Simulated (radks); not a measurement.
Removal energies from the ytterbium ion Yb7+, [Kr] 4d10 4f(5/2: 6, 7/2: 4) 5s2 5p(1/2: 2, 3/2: 3), by Delta-SCF beside the eigenvalue of the level emptied. All-electron calculation, Dirac Kohn-Sham, relativistic LDA (MacDonald-Vosko exchange, VWN5 correlation), spin-unpolarised, spherical densities, finite nucleus; Fermi nuclear charge, rms radius of each element as measured or else 0.836 A^(1/3) + 0.57 fm. Program: a radial shooting solver on a logarithmic mesh with Libxc functionals. Sub-shells are occupied by j as written (lower j first in brackets).

[
 {"removed from": "5p3/2", "final configuration": "[Kr] 4d10 4f(5/2: 6, 7/2: 4) 5s2 5p(1/2: 2, 3/2: 2)", "Delta-SCF (eV)": "133.72", "-eigenvalue (eV)": "124.95"},
 {"removed from": "4f7/2", "final configuration": "[Kr] 4d10 4f(5/2: 6, 7/2: 3) 5s2 5p(1/2: 2, 3/2: 3)", "Delta-SCF (eV)": "139.20", "-eigenvalue (eV)": "125.23"},
 {"removed from": "4f5/2", "final configuration": "[Kr] 4d10 4f(5/2: 5, 7/2: 4) 5s2 5p(1/2: 2, 3/2: 3)", "Delta-SCF (eV)": "140.95", "-eigenvalue (eV)": "126.89"},
 {"removed from": "5p1/2", "final configuration": "[Kr] 4d10 4f(5/2: 6, 7/2: 4) 5s2 5p(1/2: 1, 3/2: 3)", "Delta-SCF (eV)": "143.19", "-eigenvalue (eV)": "133.99"}
]
